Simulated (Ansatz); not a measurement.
Reaction: H5SiPO (hydroxysilylphosphane, SMILES O[SiH2]P) → H4SiPO (SMILES O[SiH2][PH], doublet) + H (doublet) (the H-P bond breaks)
Each species at its own B3LYP-D3(BJ)/def2-TZVP minimum (Ansatz, an electronic-structure program), one conformer.

Total energies in hartree (Ansatz). Radicals and triplets start from unrestricted determinants; spin-orbit coupling is neglected. Cores are frozen in correlated methods. No relativity. For partners of very few electrons the exact lower level stands in for a higher one.

```csv
species,HF/cc-pV(T+d)Z,CCSD(T)/cc-pV(T+d)Z,HF/cc-pV(Q+d)Z,CCSD(T)/cc-pV(Q+d)Z,CCSD(T)/cc-pV(D+d)Z,CCSDT(Q)/cc-pV(D+d)Z
"1: H5SiPO (hydroxysilylphosphane, SMILES P[SiH2]O)",-707.55788,-708.14711,-707.57180,-708.19930,-707.97014,-707.97229
"2: H4SiPO (SMILES O[SiH2][PH], doublet)",-706.95698,-707.51054,-706.97072,-707.56085,-707.33925,-707.34142
3: H (doublet),-0.49981,-0.49981,-0.49995,-0.49995,-0.49928,-0.49928
```

Question: Work out the bond dissociation energy (electronic) in kJ/mol: take Hartree-Fock from cc-pV(Q+d)Z, extrapolate the CCSD(T) correlation energy as X^-3 (X = 3, 4), and add CCSDT(Q) - CCSD(T) in cc-pV(D+d)Z. 1 hartree = 2625.5 kJ/mol.

Answer: 
Species 1: correlation (64·(-0.62750) - 27·(-0.58923))/37 = -0.65543; step -0.00215; E1 = -707.57180 + (-0.65543) + (-0.00215) = -708.22938
Species 2: correlation (64·(-0.59013) - 27·(-0.55356))/37 = -0.61682; step -0.00217; E2 = -706.97072 + (-0.61682) + (-0.00217) = -707.58971
Species 3: correlation (64·(0.00000) - 27·(0.00000))/37 = 0.00000; step +0.00000; E3 = -0.49995 + (0.00000) + (+0.00000) = -0.49995
-1·E1 +1·E2 +1·E3 = 0.13972 hartree = 366.8 kJ/mol.
